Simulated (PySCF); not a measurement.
C₂H₇NSi₃, SMILES N1[SiH2][SiH](C#C)[SiH2]1. Atoms are numbered in the order given.

```xyz
13

C      3.3234     0.6881     0.0000
C      2.2719     0.0730     0.0000
Si     0.6653    -0.8022     0.0000
Si    -0.9829     0.0794     1.4469
N     -1.8769     0.5396     0.0000
Si    -0.9829     0.0794    -1.4469
H      4.2528     1.2278     0.0000
H      0.8783    -2.2761     0.0000
H     -0.5727     1.2330     2.3047
H     -1.7185    -0.8839     2.3243
H     -2.7760     1.0158     0.0000
H     -1.7185    -0.8839    -2.3243
H     -0.5727     1.2330    -2.3047
```
Charge 0, spin multiplicity 1.

Geometry: B3LYP-D3(BJ)/def2-SVP. The structure was generated by enumeration, and PubChem lists no compound with its InChIKey, so it may never have been made.

The numbers are results of PBE/def2-TZVP in PySCF, not measurements.

ESP charges are fitted to the potential on shells at 1.4 to 2.0 van der Waals radii. Atomic charges (e):

| atom | ESP fit | IAO | Löwdin | Mulliken |
|---|---|---|---|---|
| C1 | -0.39 | -0.19 | -0.09 | -0.14 |
| C2 | -0.01 | -0.30 | -0.22 | -0.14 |
| Si3 | 0.05 | 0.30 | 0.16 | 0.07 |
| Si4 | 0.31 | 0.59 | 0.11 | 0.20 |
| N5 | -0.62 | -0.89 | -0.19 | -0.45 |
| Si6 | 0.31 | 0.59 | 0.11 | 0.20 |
| H7 | 0.30 | 0.20 | 0.13 | 0.17 |
| H8 | -0.01 | -0.07 | -0.01 | 0.00 |
| H9 | -0.07 | -0.12 | -0.03 | -0.03 |
| H10 | -0.08 | -0.12 | -0.04 | -0.03 |
| H11 | 0.35 | 0.26 | 0.16 | 0.20 |
| H12 | -0.08 | -0.12 | -0.04 | -0.03 |
| H13 | -0.07 | -0.12 | -0.03 | -0.03 |

Computed Mayer and Wiberg (Löwdin basis) orders of the bonds:
| bond | Mayer | Wiberg |
|---|---|---|
| C1–C2 | 2.55 | 2.97 |
| C2–Si3 | 1.14 | 1.22 |
| Si3–Si4 | 0.90 | 1.00 |
| Si4–N5 | 1.14 | 1.40 |
| Si3–Si6 | 0.90 | 1.00 |
| N5–Si6 | 1.14 | 1.40 |
| C1–H7 | 0.99 | 0.92 |
| Si3–H8 | 0.91 | 0.89 |
| Si4–H9 | 0.90 | 0.94 |
| Si4–H10 | 0.90 | 0.94 |
| N5–H11 | 0.89 | 0.91 |
| Si6–H12 | 0.90 | 0.94 |
| Si6–H13 | 0.90 | 0.94 |
